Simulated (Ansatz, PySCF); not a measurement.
C₅H₄F₂O, SMILES O=C1C=C(F)C[C@H]1F. Atoms are numbered in the order given.

```xyz
12

O     -1.8539     1.3428     0.5309
C     -0.8886     0.7393     0.1415
C      0.4847     1.2426    -0.0911
C      1.2754     0.1828    -0.3109
F      2.5743     0.2225    -0.5456
C      0.5988    -1.1554    -0.2647
C     -0.8821    -0.7622    -0.2304
F     -1.6101    -1.5032     0.6602
H      0.7856     2.2887    -0.0402
H      0.8605    -1.6901     0.6630
H      0.8861    -1.7876    -1.1183
H     -1.3444    -0.8631    -1.2287
```

Geometry: ωB97X-D3(BJ)/def2-SVP. The structure was generated by enumeration; whether it is a known compound was not checked. Other conformers were not sampled.

Two levels are set side by side: PBE-D3(BJ)/def2-SVP (Ansatz, a quantum-chemistry and plane-wave program) and ωB97X-D3(BJ)/def2-SVP (PySCF). Each level has its own optimised geometry; the coordinates shown are those of the second. Frequencies come from the Hessian of PySCF at each geometry. Differences are taken from unrounded values.

```csv
quantity,ωB97X-D3(BJ),PBE-D3(BJ),PBE-D3(BJ) minus ωB97X-D3(BJ)
mean bond length (Å),1.308,1.315,0.008
bond O1–C2 (Å),1.203,1.217,0.014
bond C2–C3 (Å),1.481,1.477,-0.004
bond C2–C7 (Å),1.547,1.559,0.012
bond C3–C4 (Å),1.340,1.356,0.015
bond C4–F5 (Å),1.320,1.328,0.008
bond C4–C6 (Å),1.500,1.499,-0.001
bond C6–C7 (Å),1.533,1.539,0.006
bond C7–F8 (Å),1.368,1.376,0.008
bond C3–H9 (Å),1.090,1.097,0.007
bond C6–H10 (Å),1.102,1.111,0.009
bond C6–H11 (Å),1.100,1.109,0.009
bond C7–H12 (Å),1.105,1.115,0.010
highest harmonic wavenumber (cm⁻¹),3282,3185,-98
mean harmonic wavenumber (cm⁻¹),1229,1172,-56
zero-point energy (kcal/mol),52.70,50.28,-2.42
```

Exact exchange shortens and stiffens bonds; PBE has none. Differences between two approximate levels are no errors against the true value.
